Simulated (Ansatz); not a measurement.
Geometry optimisation, RKS PBE0-D4/6-31G in Ansatz.

input.yaml

```yaml
crystal:
  periodic: [false, false, false]
  atoms:
    - { symbol: Al, position_ang: [0.0, 0.0, 0.0] }
    - { symbol: "N", position_ang: [0.0, 0.0, 1.92] }
    - { symbol: H, position_ang: [-0.877, -0.2713, 2.45] }
    - { symbol: H, position_ang: [0.877, 0.2713, 2.45] }
    - { symbol: O, position_ang: [1.5415, 0.0, -0.89] }
    - { symbol: Si, position_ang: [2.3874, -1.376, -1.352] }
    - { symbol: H, position_ang: [1.4599, -2.3514, -1.9176] }
    - { symbol: H, position_ang: [3.3882, -1.0195, -2.3535] }
    - { symbol: H, position_ang: [3.0504, -1.9546, -0.187] }
    - { symbol: O, position_ang: [-1.5415, 0.0, -0.89] }
    - { symbol: Si, position_ang: [-2.6907, -1.2238, -0.8267] }
    - { symbol: H, position_ang: [-2.2881, -2.2198, 0.162] }
    - { symbol: H, position_ang: [-3.9833, -0.6595, -0.4496] }
    - { symbol: H, position_ang: [-2.8007, -1.8572, -2.1376] }
basis:
  gaussian: { orbitals: "6-31G" }
hamiltonian:
  xc: pbe0
  dispersion: d4
relax:
  f_tol: 0.02
  max_steps: 40
```

Command:

```bash
$ ansatz run input.yaml --threads 1 --pin off --max-ram 2048MiB --backend cpu --events-out ev --progress --plain --runs-dir out
```

Task: Where does it end, and by what steps?

Result: The run converged. Limits of this set-up: no polarisation functions. After 10 steps the energy has fallen by 1.246 eV; H12 moved furthest, 1.36 Å.

```tsv
step	energy less start (eV)	largest force component (eV/Å)	accepted
0	0.0000	2.029	yes
1	-0.6128	1.421	yes
2	-0.8035	1.323	yes
3	-0.9321	0.819	yes
4	-1.0492	0.416	yes
5	-1.1408	0.227	yes
6	-1.1890	0.327	yes
7	-1.2369	0.025	yes
8	-1.2444	0.082	yes
9	-1.2358	0.158	no
10	-1.2458	0.003	yes
```

```xyz
14
Properties=species:S:1:pos:R:3
Al -0.027 -0.486 0.405
N 0.138 0.421 1.927
H -0.644 0.722 2.487
H 1.024 0.692 2.325
O 1.372 -0.936 -0.453
Si 2.654 -1.457 -1.416
H 2.183 -2.472 -2.426
H 3.260 -0.293 -2.155
H 3.719 -2.093 -0.563
O -1.582 -0.886 -0.158
Si -3.049 -1.359 -0.840
H -3.492 -2.680 -0.266
H -4.111 -0.330 -0.554
H -2.919 -1.506 -2.334
```

The run took 92 s on 1 thread of Arm Neoverse V1, on a shared host, peak memory 0.21 GiB.
